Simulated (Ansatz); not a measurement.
In11As10H28⁻, a nanocrystal cut from wurtzite InAs (hydrogen-capped). Charge -1, multiplicity 3. Geometry PBE-D4/def2-SVP, that of the charge -1 singlet; atoms count from 1.

Cartesian coordinates in Å:
```
In 3.849 1.595 -2.436
As 3.741 -1.014 -3.355
In 1.897 3.692 0.487
As -0.654 4.544 0.336
As 1.854 1.327 -0.677
In -0.529 0.967 -1.827
In 1.991 -2.889 -2.493
As -0.339 -1.614 -2.699
In -2.907 3.221 1.240
As -2.444 0.892 0.000
In -4.805 0.590 -1.209
In -2.123 -3.406 -1.839
As -4.424 -2.019 -2.096
As 2.065 3.190 3.148
In 2.453 -0.430 1.224
As 2.287 -2.884 0.141
In 0.610 1.503 4.794
As 0.364 -0.385 2.897
In -2.071 -0.910 1.893
In 0.659 -4.648 1.415
As -1.613 -3.320 0.759
H 3.381 2.555 -3.820
H 5.393 1.694 -1.621
H 3.625 -1.038 -4.882
H 5.124 -1.671 -3.313
H 3.062 4.913 0.022
H -0.823 4.775 -1.167
H -0.645 6.032 0.708
H -0.817 2.015 -3.199
H 2.154 -4.395 -3.364
H -0.575 -1.571 -4.214
H -4.229 4.068 0.458
H -2.643 3.142 2.964
H -4.893 1.490 -2.705
H -6.105 0.440 -0.048
H -2.143 -4.944 -2.669
H -4.789 -2.148 -3.579
H -5.529 -2.960 -1.605
H 2.252 4.561 3.811
H 3.529 2.771 3.288
H 3.990 -0.129 2.011
H 3.703 -3.446 0.310
H -0.868 2.373 5.089
H 1.763 0.995 6.008
H 0.645 -1.662 3.698
H -3.314 -1.012 3.121
H 0.697 -6.161 0.535
H 0.929 -4.488 3.136
H -2.732 -4.203 1.324
```

In the def2 sets In takes a core potential; there is no spin–orbit coupling. Single mean-field runs in def2-TZVP are fitted with def2-universal-jkfit. At PBE0-D4/def2-TZVP a singlet of charge -1 lies 3.79 eV below the triplet at the same geometry.

Problem. Estimate the Mulliken populations of the heavy atoms from the PBE0/def2-TZVP orbitals of Ansatz.

Solution. 
| atom | charge (e) | spin (α − β) |
| --- | --- | --- |
| In1 | 0.34 | 0.18 |
| As2 | -0.38 | 0.00 |
| In3 | 0.61 | 0.04 |
| As4 | -0.41 | 0.07 |
| As5 | -0.77 | 0.33 |
| In6 | 0.49 | 0.33 |
| In7 | 0.58 | 0.02 |
| As8 | -0.62 | 0.04 |
| In9 | 0.41 | 0.05 |
| As10 | -0.77 | 0.38 |
| In11 | 0.37 | 0.15 |
| In12 | 0.57 | 0.01 |
| As13 | -0.38 | 0.00 |
| As14 | -0.42 | 0.00 |
| In15 | 0.60 | 0.02 |
| As16 | -0.61 | 0.00 |
| In17 | 0.43 | 0.00 |
| As18 | -0.63 | 0.04 |
| In19 | 0.62 | 0.00 |
| In20 | 0.40 | 0.00 |
| As21 | -0.60 | 0.00 |
Mulliken values depend strongly on the basis.

Problem. Where does the spin sit?

Solution. Summed by element: In 0.81, As 0.87, H 0.32, of 2 unpaired in all. Largest on single atoms: As10 0.38, As5 0.33, In6 0.33.

Problem. And the Mayer bond orders between heavy atoms (over 0.3)?

Solution. In1–As2 0.54 (2.77 Å); In1–As5 0.57 (2.67 Å); As2–In7 0.59 (2.71 Å); In3–As4 0.62 (2.69 Å); In3–As5 0.72 (2.64 Å); In3–As14 0.62 (2.71 Å); As4–In9 0.49 (2.77 Å); As5–In6 0.47 (2.67 Å); As5–In15 0.66 (2.66 Å); In6–As8 0.53 (2.73 Å); In6–As10 0.50 (2.65 Å); In7–As8 0.69 (2.66 Å); In7–As16 0.70 (2.65 Å); As8–In12 0.68 (2.67 Å); In9–As10 0.65 (2.68 Å); As10–In11 0.57 (2.67 Å); As10–In19 0.69 (2.64 Å); In11–As13 0.52 (2.78 Å); In12–As13 0.60 (2.70 Å); In12–As21 0.71 (2.65 Å); As14–In17 0.51 (2.77 Å); In15–As16 0.63 (2.69 Å); In15–As18 0.65 (2.68 Å); As16–In20 0.60 (2.72 Å); In17–As18 0.64 (2.69 Å); As18–In19 0.62 (2.69 Å); In19–As21 0.62 (2.70 Å); In20–As21 0.61 (2.71 Å).
